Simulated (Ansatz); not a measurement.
Sr5Te5⁺. Total charge 1; doublet. Geometry r2SCAN-D4/def2-SVP, basis def2-SVP, Ansatz.

```tsv
atom	x (Å)	y (Å)	z (Å)
Sr1	1.552	0.856	-1.199
Sr2	-1.308	-1.623	1.807
Sr3	2.641	-2.021	0.920
Sr4	-2.458	-0.194	-1.884
Sr5	-1.500	2.448	1.204
Te6	0.084	-2.212	-1.052
Te7	-3.686	0.153	1.023
Te8	-0.969	2.578	-1.895
Te9	4.563	-0.517	-1.079
Te10	1.081	0.531	2.153
```

```
run  HOMO (eV)  LUMO (eV)
  A      -7.34      -7.25
  B      -7.67      -7.22
  C      -7.77      -7.71
  D      -8.33      -6.60
  E      -7.55      -7.39
```

In the def2 sets Sr, Te take a core potential; there is no spin–orbit coupling. HOMO above LUMO, or a gap near zero within one spin, warns that the state may not be the lowest or that an electron is smeared out. The structure comes from a short search, and lower isomers may exist.

HOMO and LUMO are taken over both spins.

**Question.** The runs used BLYP, LDA (SPW92), PBE, PBE0, r2SCAN. Estimate which is which.

**Answer.** A BLYP (0 % exact exchange); B r2SCAN (0 % exact exchange); C LDA (SPW92) (0 % exact exchange); D PBE0 (25 % exact exchange); E PBE (0 % exact exchange). Exact exchange lowers occupied and raises empty levels; among semilocal functionals meta-GGAs tend to open the gap a little, and such runs are hard to tell apart. The gap grows from 0.06 eV (LDA (SPW92)) to 1.74 eV (PBE0). At BLYP-D4/def2-SVP, LDA (SPW92)/def2-SVP the gap within one spin of the charge 1 doublet nearly closes, so an electron or hole may be smeared out by delocalisation error.
